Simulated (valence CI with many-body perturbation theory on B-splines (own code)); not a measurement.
**Isoelectronic trend, 5 electrons, B to Pd41+**

Method: configuration interaction combined with many-body perturbation theory (CI+MBPT): three valence electrons over a frozen Dirac-Fock core [He], radial functions for each j: 11 s, 11 p, 9 d, 7 f, 5 g, 2 h, 1 i, with the one-electron correlation potential Σ1, the two-electron term Σ2, the three-electron term Σ3, Breit, model QED; selected CI, second order for the rest (own B-spline code, finite nucleus). Basis and details of the method differ along the sequence, and some ions are missing.

Excitation energies in eV above the lowest level of each ion. Labels name the leading LS component, so a column can jump where levels mix; a blank means that no level of the computed list carries the label, and where several do, the lowest of them is shown. The ionisation energies from NIST are mostly theoretical or semi-empirical. By estimate, excited configurations hold to about 0.1 % in light ions and 0.5 % in heavy ones, terms of the ground configuration to 0.5 to 2 %, and small fine-structure intervals to 10 cm⁻¹ or more; near the neutral end and where shells cross, configurations can be misplaced by 0.1 to 0.6 eV.

```csv
Ion,Lowest level,IE (eV),"IE, NIST (eV)",2s 2p2 4P_3/2,2s 2p2 4P_5/2,2s 2p2 2P_3/2,2p3 2D°_3/2,2p3 2D°_5/2,2p3 2P°_1/2,2s2 3s 2S_1/2
B,2s2 2p 2P°_1/2,8.2952,8.29802,3.590,3.591,,,,,4.962
O3+,2s2 2p 2P°_1/2,77.404,77.4135,8.866,8.888,22.43,31.65,31.64,35.85,44.33
Mg7+,2s2 2p 2P°_1/2,265.89,265.924,16.24,16.45,39.79,57.76,57.75,65.06,150.1
P10+,2s2 2p 2P°_1/2,479.4,479.44 ± 0.05,22.39,23.00,53.60,78.36,78.39,88.00,269.5
Ar13+,2s2 2p 2P°_1/2,755.13,755.13 ± 0.22,29.49,30.91,68.80,100.6,100.8,112.7,423.6
Sc16+,2s2 2p 2P°_1/2,1093.6,1093.5 ± 0.4,38.03,40.82,86.20,125.0,125.9,140.0,612.7
Cr19+,2s2 2p 2P°_1/2,1495.3,1495.1 ± 0.7,48.57,53.41,106.9,152.5,154.8,171.2,837.1
Co22+,2s2 2p 2P°_1/2,1961.2,1960.8 ± 0.8,61.77,69.32,132.1,184.3,188.9,207.4,1097
Zn25+,2s2 2p 2P°_1/2,2492.1,2491.5 ± 1.1,78.41,89.17,163.5,222.3,229.6,250.3,1394
As28+,2s2 2p 2P°_1/2,3089,3088.1 ± 1.9,99.38,113.5,203.1,269.0,278.9,301.7,1728
Kr31+,2s2 2p 2P°_1/2,3753.1,3752 ± 2.5,125.7,143.1,252.9,326.7,338.8,363.7,2099
Zr35+,2s2 2p 2P°_1/2,4745.5,4744 ± 3,171.1,192.4,339.6,424.8,439.2,466.9,2655
Tc38+,2s2 2p 2P°_1/2,5572,5570 ± 4,214.6,238.6,423.2,,533.5,563.3,3119
Pd41+,2s2 2p 2P°_1/2,6471,6469 ± 5,268.0,294.3,526.2,,647.4,679.5,3624
```

Question: Does the computed ground configuration or its J change in this range?

Answer: No, it stays 2s2 2p with J = 1/2; its leading component is 93 % 2P° at the start and 99 % 2P° at the end, where the leading jj configuration holds 99 %.

Shares of the ionisation energy in eV, for some of the ions:

```
  Ion      Σ1       Σ2        Σ3      Breit       QED
    B  0.0614  -0.0150  -0.00234  -0.000644  0.000217
 Mg7+   0.237  -0.0481   -0.0203    -0.0649   0.00464
Ar13+   0.284  -0.0542   -0.0286     -0.289    0.0143
Cr19+   0.308  -0.0580   -0.0335     -0.779    0.0303
Zn25+   0.333  -0.0623   -0.0368      -1.64    0.0521
Kr31+   0.354  -0.0660   -0.0395      -3.00    0.0759
Tc38+   0.375  -0.0700   -0.0424      -5.38    0.0942
```
